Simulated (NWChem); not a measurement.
System: C4H3FSi; SMILES C([SiH](C#C)F)#C

The following NWChem deck was run.

```
start job
memory heap 200 mb stack 900 mb global 1100 mb
geometry units angstroms noautosym nocenter noautoz
  Si    -0.466731     0.393573     0.000000
  F     -1.813732    -0.491623     0.000000
  C      0.495544    -0.003916     1.490346
  C      1.144643    -0.240056     2.488779
  C      0.495544    -0.003916    -1.490346
  C      1.144643    -0.240056    -2.488779
  H     -0.850871     1.820543     0.000000
  H      1.713638    -0.454701     3.366908
  H      1.713638    -0.454701    -3.366908
end
basis spherical
  * library pcsseg-1
end
dft
  xc xpbe96 cpbe96
  iterations 150
end
property
  shielding 6 1 2 3 4 7 8
end
task dft property
```

Parts of the log:

```
             Northwest Computational Chemistry Package (NWChem) 7.3.0
             --------------------------------------------------------

                             Geometry "geometry" -> ""
                             -------------------------

 Output coordinates in angstroms (scale by  1.889725989 to convert to a.u.)

  No.       Tag          Charge          X              Y              Z
 ---- ---------------- ---------- -------------- -------------- --------------
    1 Si                  14.0000    -0.46673100     0.39357300     0.00000000
    2 F                    9.0000    -1.81373200    -0.49162300     0.00000000
    3 C                    6.0000     0.49554400    -0.00391600     1.49034600
    4 C                    6.0000     1.14464300    -0.24005600     2.48877900
    5 C                    6.0000     0.49554400    -0.00391600    -1.49034600
    6 C                    6.0000     1.14464300    -0.24005600    -2.48877900
    7 H                    1.0000    -0.85087100     1.82054300     0.00000000
    8 H                    1.0000     1.71363800    -0.45470100     3.36690800
    9 H                    1.0000     1.71363800    -0.45470100    -3.36690800

 Effective nuclear repulsion energy (a.u.)     233.7144043772

  pbe96 is a nonlocal functional; adding pw91lda local functional.
                              NWChem Property Module
                              ----------------------

  itol2e modified to match energy
  convergence criterion.

                                 NWChem DFT Module
                                 -----------------

 Summary of "ao basis" -> "ao basis" (spherical)
 ------------------------------------------------------------------------------
       Tag                 Description            Shells   Functions and Types
 ---------------- ------------------------------  ------  ---------------------
 Si                         pcsseg-1                10       24   4s5p1d
 F                          pcsseg-1                 7       17   3s3p1d
 C                          pcsseg-1                 7       17   3s3p1d
 H                          pcsseg-1                 3        5   2s1p

  itol2e modified to match energy
  convergence criterion.

            General Information
            -------------------
          SCF calculation type: DFT
          Wavefunction type:  closed shell.
          No. of atoms     :     9
          No. of electrons :    50
           Alpha electrons :    25
            Beta electrons :    25
          Charge           :     0
          Spin multiplicity:     1
          Use of symmetry is: off; symmetry adaption is: off
          Maximum number of iterations: 150
          AO basis - number of functions:   124
                     number of shells:    54
          Convergence on energy requested:  1.00D-07
          Convergence on density requested:  1.00D-05
          Convergence on gradient requested:  5.00D-04

              XC Information
              --------------
          PerdewBurkeErnzerhof Exchange Functional  1.000
            Perdew 1991 LDA Correlation Functional  1.000 local
           PerdewBurkeErnz. Correlation Functional  1.000 non-local

             Grid Information
             ----------------
          Grid used for XC integration:  fine
          Radial quadrature: Mura-Knowles
          Angular quadrature: Lebedev.
          Tag              B.-S. Rad. Rad. Pts. Rad. Cut. Ang. Pts.
          ---              ---------- --------- --------- ---------
          Si                  1.10      123          12.0       770
          F                   0.50       70          12.0       590
          C                   0.70       70          14.0       590
          H                   0.35       60          15.0       590
          Grid pruning is: on
          Number of quadrature shells:   653
          Spatial weights used:  Erf1

      Superposition of Atomic Density Guess
      -------------------------------------

 Sum of atomic energies:        -540.28860569

      Non-variational initial energy
      ------------------------------

 Total energy =    -542.650027
 1-e energy   =   -1206.462782
 2-e energy   =     430.098351
 HOMO         =      -0.360167
 LUMO         =      -0.036361

[...]

          -----------------------------------------
          Chemical Shielding Tensors (GIAO, in ppm)
          -----------------------------------------

                                NWChem CPHF Module
                                ------------------

  scftype          =     RHF
  nclosed          =       25
  nopen            =        0
  variables        =     2475
  # of vectors     =        3
  tolerance        = 0.10D-03
  level shift      = 0.00D+00
  max iterations   =       50
  max subspace     =       30

 SCF residual:    3.7857693913969112E-005

Iterative solution of linear equations
  No. of variables     2475
  No. of equations        3
  Maximum subspace       30
        Iterations       50
       Convergence  1.0D-04

   iter   nsub   residual    time
   ----  ------  --------  ---------
     1      3    1.10D-05      79.9

      Atom:    1  Si
        Diamagnetic
    886.0088      2.0792      0.0000
      2.0792    881.0433      0.0000
      0.0000      0.0000    883.3004

        Paramagnetic
   -462.7849     32.0145     -0.0000
     32.0145   -486.6567     -0.0000
     -0.0000     -0.0000   -532.7558

        Total Shielding Tensor
    423.2239     34.0938     -0.0000
     34.0938    394.3866     -0.0000
     -0.0000     -0.0000    350.5446

           isotropic =     389.3850
          anisotropy =      84.6564

          Principal Components and Axis System
                 1           2           3
              445.8226    371.7879    350.5446

      1         0.8335     -0.5525      0.0000
      2         0.5525      0.8335     -0.0000
      3        -0.0000      0.0000      1.0000

      Atom:    2  F
        Diamagnetic
    484.6512     13.7253     -0.0000
     13.7253    469.8212      0.0000
     -0.0000      0.0000    464.3596

        Paramagnetic
   -138.8406      6.2486     -0.0000
      6.2486   -144.3438      0.0000
     -0.0000      0.0000   -102.0633

        Total Shielding Tensor
    345.8106     19.9739     -0.0000
     19.9739    325.4774      0.0000
     -0.0000      0.0000    362.2963

           isotropic =     344.5281
          anisotropy =      26.6523

          Principal Components and Axis System
                 1           2           3
              362.2963    358.0565    313.2316

      1        -0.0000      0.8525     -0.5227
      2        -0.0000      0.5227      0.8525
      3         1.0000      0.0000     -0.0000

      Atom:    3  C
        Diamagnetic
    255.0814     -5.4177     19.2104
     -5.4177    244.1086     -8.2979
     19.2104     -8.2979    273.1824

        Paramagnetic
   -171.1593    -20.4235    104.8678
    -20.4235   -233.0600    -40.7285
    104.8678    -40.7285    -78.6359

        Total Shielding Tensor
     83.9222    -25.8412    124.0782
    -25.8412     11.0486    -49.0263
    124.0782    -49.0263    194.5466

           isotropic =      96.5058
          anisotropy =     284.4800

          Principal Components and Axis System
                 1           2           3
              286.1591      6.8843     -3.5260

      1         0.5309      0.7469     -0.4003
      2        -0.1968      0.5681      0.7991
      3         0.8243     -0.3455      0.4486

      Atom:    4  C
        Diamagnetic
    256.2958     -4.2264     14.8978
     -4.2264    248.1640     -6.6439
     14.8978     -6.6439    270.0146

        Paramagnetic
   -188.8809    -22.8784     91.2493
    -22.8784   -239.1054    -31.5656
     91.2493    -31.5656   -106.3125

        Total Shielding Tensor
     67.4150    -27.1048    106.1470
    -27.1048      9.0586    -38.2095
    106.1470    -38.2095    163.7021

           isotropic =      80.0585
          anisotropy =     242.2154

          Principal Components and Axis System
                 1           2           3
              241.5355     -2.7472      1.3873

      1         0.5325      0.7072     -0.4651
      2        -0.1974      0.6381      0.7442
      3         0.8231     -0.3045      0.4794

      Atom:    5  H
        Diamagnetic
     24.0671     -4.3259     -0.0000
     -4.3259     37.4237      0.0000
     -0.0000      0.0000     23.6180

        Paramagnetic
     -0.0264      2.3585     -0.0000
      2.3585     -6.8488     -0.0000
     -0.0000     -0.0000      0.2607

        Total Shielding Tensor
     24.0407     -1.9674     -0.0000
     -1.9674     30.5749     -0.0000
     -0.0000     -0.0000     23.8787

           isotropic =      26.1648
          anisotropy =       7.4352

          Principal Components and Axis System
                 1           2           3
               31.1216     23.8787     23.4941

      1        -0.2677     -0.0000      0.9635
      2         0.9635     -0.0000      0.2677
      3        -0.0000      1.0000      0.0000

      Atom:    6  H
        Diamagnetic
     30.9622     -1.5744      6.0977
     -1.5744     27.5690     -2.4664
      6.0977     -2.4664     36.8619

        Paramagnetic
     -2.6601      0.1134     -0.1531
      0.1134     -2.5829      0.3124
     -0.1531      0.3124     -2.9085

        Total Shielding Tensor
     28.3021     -1.4610      5.9446
     -1.4610     24.9860     -2.1540
      5.9446     -2.1540     33.9534

           isotropic =      29.0805
          anisotropy =      13.7108

          Principal Components and Axis System
                 1           2           3
               38.2210     24.6004     24.4201

      1         0.5252      0.6484      0.5511
      2        -0.1929     -0.5401      0.8192
      3         0.8289     -0.5365     -0.1586
```

Level: PBE/pcSseg-1, GIAO. Structure relaxed at the B3LYP/6-31G* (spherical d) level. The output numbers the shielded atoms by their place in the input's list. The printed shielding anisotropy is the first printed principal value minus the mean of the other two.
